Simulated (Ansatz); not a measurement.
# Worked example: a bond strength in GeH2ClF (SMILES [F][GeH2][Cl])

The species is GeH2ClF (5 atoms), meant as a singlet with charge 0. SMILES: `[F][GeH2][Cl]`. The shape was relaxed beforehand at wB97X-V/def2-SVP.

```xyz
5

F    -0.2415   -0.5107    1.5942
Ge    0.1396   -0.0902   -0.0428
Cl   -1.3926    1.2483   -0.7030
H     0.0709   -1.3721   -0.8681
H     1.4735    0.6511   -0.0218
```

Wanted: the dissociation energy of the Cl3–Ge2 bond into doublet Cl and doublet GeH2F (shapes relaxed at wB97X-V/def2-SVP, no zero-point term). 1 Eh = 2625.50 kJ/mol = 27.2114 eV. Totals in Eh; open shells run unrestricted unless said.

```
           level  program       GeH2ClF   doublet Cl  doublet GeH2F
   HF/def2-TZVPP   Ansatz  -2635.610639  -459.476850   -2176.012190
  PBE/def2-TZVPP   Ansatz  -2637.780425  -459.958430   -2177.662638
B3LYP/def2-TZVPP   Ansatz  -2638.445928  -460.167005   -2178.126612
```

Task: Work out the dissociation energy at each level.

Result: 
1. HF/def2-TZVPP: (-459.476850) + (-2176.012190) − (-2635.610639) = 0.121599 Eh = 319.3 kJ/mol = 3.31 eV.
2. PBE/def2-TZVPP: (-459.958430) + (-2177.662638) − (-2637.780425) = 0.159357 Eh = 418.4 kJ/mol = 4.34 eV.
3. B3LYP/def2-TZVPP: (-460.167005) + (-2178.126612) − (-2638.445928) = 0.152311 Eh = 399.9 kJ/mol = 4.14 eV.

The levels span 319 to 418 kJ/mol; no measured value is set beside them. Hartree–Fock lacks the correlation of the bonding electrons, so it comes out low. A bond enthalpy at 298 K also holds the loss of zero-point energy and thermal terms.
